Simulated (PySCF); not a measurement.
Isomers of C5H8O3Si.

All values: PBE0/pcSseg-1 (PySCF) at GFN2-xTB geometries, gas phase, one conformer each.

Question: Rank by HOMO energy, highest first.
A. `[CH3:1][O:2][C@@H:3]([SiH3:4])[C:5](=[C:6]=[O:7])[CH:8]=[O:9]` with C1–O2–C3–Si4 166°, O2–C3–C5–C6 128°, C3–C5–C8–O9 179°
B. `[CH3:1][O:2][SiH2:3][O:4][c:5]1[cH:6][cH:7][o:8][cH:9]1` with C1–O2–Si3–O4 180°, O2–Si3–O4–C5 178°, Si3–O4–C5–C6 172°
C. `[CH3:1][Si:2]([OH:3])([OH:4])[c:5]1[cH:6][cH:7][cH:8][o:9]1` with C1–Si2–O3–H 98°, C1–Si2–O4–H 67°, C1–Si2–C5–C6 97°

Answer: B (-6.41 eV), C (-6.61 eV), A (-7.40 eV).

Question: Rank by LUMO energy, highest first.
A. `[CH3:1][O:2][C@@H:3]([SiH3:4])[C:5](=[C:6]=[O:7])[CH:8]=[O:9]` with C1–O2–C3–Si4 166°, O2–C3–C5–C6 128°, C3–C5–C8–O9 179°
B. `[CH3:1][O:2][SiH2:3][O:4][c:5]1[cH:6][cH:7][o:8][cH:9]1` with C1–O2–Si3–O4 180°, O2–Si3–O4–C5 178°, Si3–O4–C5–C6 172°
C. `[CH3:1][Si:2]([OH:3])([OH:4])[c:5]1[cH:6][cH:7][cH:8][o:9]1` with C1–Si2–O3–H 98°, C1–Si2–O4–H 67°, C1–Si2–C5–C6 97°
D. `[CH3:1][O:2][C@@H:3]1[CH2:4][C:5](=[O:6])[SiH2:7][C:8]1=[O:9]` with C1–O2–C3–C4 -172°, O2–C3–C4–C5 -63°, C3–C4–C5–O6 160°, C4–C5–Si7–C8 -7°, C5–Si7–C8–O9 -146°

Answer: B (0.36 eV), C (0.03 eV), A (-1.66 eV), D (-1.94 eV).

Question: Rank by dipole moment, highest first.
A. `[CH3:1][O:2][SiH2:3][O:4][c:5]1[cH:6][cH:7][o:8][cH:9]1` with C1–O2–Si3–O4 180°, O2–Si3–O4–C5 178°, Si3–O4–C5–C6 172°
B. `[CH3:1][O:2][C@@H:3]([SiH3:4])[C:5](=[C:6]=[O:7])[CH:8]=[O:9]` with C1–O2–C3–Si4 166°, O2–C3–C5–C6 128°, C3–C5–C8–O9 179°
C. `[CH3:1][Si:2]([OH:3])([OH:4])[c:5]1[cH:6][cH:7][cH:8][o:9]1` with C1–Si2–O3–H 98°, C1–Si2–O4–H 67°, C1–Si2–C5–C6 97°
D. `[CH3:1][O:2][C@@H:3]1[CH2:4][C:5](=[O:6])[SiH2:7][C:8]1=[O:9]` with C1–O2–C3–C4 -172°, O2–C3–C4–C5 -63°, C3–C4–C5–O6 160°, C4–C5–Si7–C8 -7°, C5–Si7–C8–O9 -146°

Answer: B (3.63 D), D (2.42 D), A (1.67 D), C (1.07 D).

All values together:

```csv
SMILES,μ (D),HOMO (eV),LUMO (eV),lowest IAO charge (e),highest IAO charge (e),lowest Hirshfeld charge (e),highest Hirshfeld charge (e)
CO[SiH2]Oc1ccoc1,1.67,-6.41,0.36,-0.633 (O),+1.235 (Si),-0.225 (O),+0.449 (Si)
CO[C@@H]([SiH3])C(=C=O)C=O,3.63,-7.40,-1.66,-0.418 (O),+0.620 (Si),-0.253 (O),+0.313 (Si)
C[Si](O)(O)c1ccco1,1.07,-6.61,0.03,-0.798 (O),+1.466 (Si),-0.317 (O),+0.486 (Si)
CO[C@@H]1CC(=O)[SiH2]C1=O,2.42,-6.59,-1.94,-0.386 (O),+0.600 (Si),-0.222 (O),+0.309 (Si)
```

Conformers: `[CH3:1][O:2][SiH2:3][O:4][c:5]1[cH:6][cH:7][o:8][cH:9]1` with C1–O2–Si3–O4 180°, O2–Si3–O4–C5 178°, Si3–O4–C5–C6 172°; `[CH3:1][O:2][C@@H:3]([SiH3:4])[C:5](=[C:6]=[O:7])[CH:8]=[O:9]` with C1–O2–C3–Si4 166°, O2–C3–C5–C6 128°, C3–C5–C8–O9 179°; `[CH3:1][Si:2]([OH:3])([OH:4])[c:5]1[cH:6][cH:7][cH:8][o:9]1` with C1–Si2–O3–H 98°, C1–Si2–O4–H 67°, C1–Si2–C5–C6 97°; `[CH3:1][O:2][C@@H:3]1[CH2:4][C:5](=[O:6])[SiH2:7][C:8]1=[O:9]` with C1–O2–C3–C4 -172°, O2–C3–C4–C5 -63°, C3–C4–C5–O6 160°, C4–C5–Si7–C8 -7°, C5–Si7–C8–O9 -146°.
